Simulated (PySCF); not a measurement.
Two-component Hartree-Fock for Te³⁵⁺ (tellurium, charge +35)

Start: [Ne] 3s2 3p5; 3p1/2 filled at m_j = -1/2, +1/2; 3p3/2 filled at m_j = -1/2, +1/2, +3/2. Calculated with PySCF 2.14 in an even-tempered Gaussian basis (19 s from 6.6 bohr⁻², ratio 2.4; 14 p from 8.6 bohr⁻², ratio 2.4; 5 d from 34 bohr⁻², ratio 2.6; 4 f from 51 bohr⁻², ratio 2.6): generalised Hartree-Fock with the X2C-1e Hamiltonian and a Gaussian nucleus; one run each with spin-orbit coupling (SO) switched off, then screened by Boettger's factors.

```csv
spinor shell,electrons,"ε, spin-free (eV)","ε, screened SO (eV)",weight of nominal j (screened SO),"rms radius, screened SO (bohr)"
1s1/2,2,-33901.3,-33897.3,1.000,0.0318
2s1/2,2,-6862.7,-6861.1,1.000,0.128
2p1/2,2,-6355.4,-6550.9,1.000,0.110
3s1/2,2,-2577.8,-2577.2,1.000,0.312
3p1/2,2,-2412.0,-2457.4,0.997,0.301
3p3/2,3,-2412.0,-2390.9,0.998,0.309
```

Task: Where does 2p3/2 lie, and what is the 2p spin-orbit splitting (screened SO)?

Result: At -6265.9 eV, 285.06 eV above 2p1/2.

```tsv
quantity	spin-free	screened SO
E (hartree)	-5821.91492	-5824.56758
M_J	3/2	3/2
⟨J²⟩	3.751	3.751
⟨L²⟩	2.000	2.010
⟨S²⟩	0.750	0.760
```

Each row is a mean over spinors that exchange with the open shell spreads, by up to 18.309 eV (3s1/2).

Breit and QED terms are absent; they matter most for the inner s and p1/2 levels.

Densities and radii are taken from the X2C orbitals without a picture-change correction, which distorts them close to the nucleus.

Without spin-orbit coupling the j labels of p, d and f shells carry no meaning; the spin-free column gives the mean over the occupied spinors of each nl shell.
